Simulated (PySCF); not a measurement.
**Radial density of Be³⁺ (beryllium, charge +3)**

BP86, 1s1, 2S determinant. All numbers are calculated (PySCF 2.14, the non-relativistic Hamiltonian (point nucleus), in an even-tempered Gaussian basis (15 s from 0.49 bohr⁻², ratio 2.2; 7 p from 0.82 bohr⁻², ratio 2.4; 4 d from 2.5 bohr⁻², ratio 2.4; 3 f from 3.7 bohr⁻², ratio 2.4; 3 g from 5.5 bohr⁻², ratio 2.4)).

```tsv
r (bohr)	4πr²ρ (e/bohr)	4πr²(ρα − ρβ)
0.00734	0.01314	0.0131
0.0123	0.03570	0.0357
0.0208	0.09435	0.0943
0.0349	0.2381	0.2381
0.0587	0.5557	0.5557
0.0988	1.137	1.1373
0.166	1.868	1.8677
0.280	2.124	2.1240
0.470	1.310	1.3101
0.791	0.2918	0.2918
1.33	0.01207	0.0121
2.24	2.931e-05	0.0000
```

For one electron the Hartree and exchange-correlation energies should cancel; what remains is the self-interaction error.
